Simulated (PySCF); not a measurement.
Excitation energy of Mo by level of theory

Mo [Kr] 4d5 5s1 (7S) → Mo [Kr] 4d5 5p1 (7P), as a difference of total energies. Calculation: PySCF 2.14, in aug-cc-pVDZ-PP with ECP28MDF (5s5p4d2f, 54 functions); a scalar-relativistic core potential. Correlated levels: valence: 4s2 4p6 frozen. The calculations carry no spin-orbit coupling.

| method | excitation energy (eV) |
| --- | --- |
| UHF | 2.879 |
| LDA | 3.449 |
| PBE | 3.345 |
| PBE0 | 3.258 |
| r2SCAN | 3.472 |
| PBEsol | 3.405 |
| B3LYP | 3.258 |
| HSE06 | 3.253 |
| BLYP | 3.303 |
| MP2 (valence) | 3.111 |
| SCS-MP2 (valence) | 2.956 |

Q: How much does correlation contribute at MP2 (valence)?

A: 3.111 − (2.879) = 0.232 eV, measured against UHF.
